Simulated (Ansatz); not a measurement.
`[CH3][SnH2][F]` + `CCS` → `CCSC` + `[F][SnH3]`  (substitution at a C–Sn bond)

Program: Ansatz. Geometries: PBE0-D4/def2-TZVP. ΔE: electronic, gas phase. CCSD(T)/CBS is the MP2 limit (def2-TZVPP, def2-QZVPP) plus CCSD(T) − MP2 in def2-TZVPP, frozen cores. DFT in def2-TZVPP. Elements past krypton have def2 core potentials. For Sn outer-core shells are correlated without core-valence functions, which leaves a few kJ/mol of doubt a bond. One conformer a species, not always the lowest.

```
         level  ΔE (kJ/mol)
        PBE-D4         35.1
     revPBE-D4         31.7
       BLYP-D4         35.8
        B2PLYP         40.4
  MP2/def2-SVP         37.2
 HF/def2-TZVPP         37.4
MP2/def2-QZVPP         44.7
  HF/CBS(def2)         37.5
```

(1) What does CCSD(T)/CBS give? (Best estimate.)

Largest T1 diagnostic among the species: 0.014.

Results:

(1) Computed: +43.8 kJ/mol. The listed levels differ from it by -8.7, -12.1, -8.0, -3.4, -6.6, -6.4, 0.9, -6.3 kJ/mol.

In def2-TZVPP, CCSD(T) changes the Hartree–Fock value by +4.3 kJ/mol (the triples alone add −0.5 kJ/mol) and MP2 by +6.1 kJ/mol. Leaving LDA and LC-ωPBE aside and taking each functional with its dispersion term where it has one, the values, not all of them listed here, spread over 9.4 kJ/mol, from B97M-V to B2PLYP. LDA lies −5.5 kJ/mol from PBE without D4.
